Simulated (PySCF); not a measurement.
# Ta⁺: ionisation energy

Ta⁺ [Xe] 4f14 5d3 6s1 [5d3/2^3 6s1/2^1, M_J = 1] → Ta²⁺ [Xe] 4f14 5d3 [5d3/2^3, M_J = 3/2], as a difference of total energies. Calculation: PySCF 2.14, in x2c-TZVPall-2c (11s11p10d2f, 108 functions); the two-component X2C-1e Hamiltonian. "Screened" scales the spin-orbit matrix elements by Boettger's factors to mimic the two-electron term; Breit and QED terms are absent.

```csv
method,ionisation energy (eV)
GHF (spin-free),14.255
GHF (screened spin-orbit),14.190
```

The spin-free rows relax to the high-spin LS determinant and lack the spin-orbit shift.

Errors of the correlated levels include the incompleteness of this basis and the frozen core.

The labels give the starting determinants; with spin-orbit coupling the two ends relaxed to ⟨J²⟩ = 5.39, ⟨L²⟩ = 11.99, ⟨S²⟩ = 6.02 and ⟨J²⟩ = 5.87, ⟨L²⟩ = 11.87, ⟨S²⟩ = 3.73.

The determinant of Ta⁺ and of Ta²⁺ mixes levels of different J (the jj label is only the starting occupation), so the difference between spin-free and spin-orbit rows is not the physical spin-orbit shift.

For comparison: 16.2 ± 0.5 eV (semi-empirical (NIST evaluation); NIST Atomic Spectra Database, ionization energies).
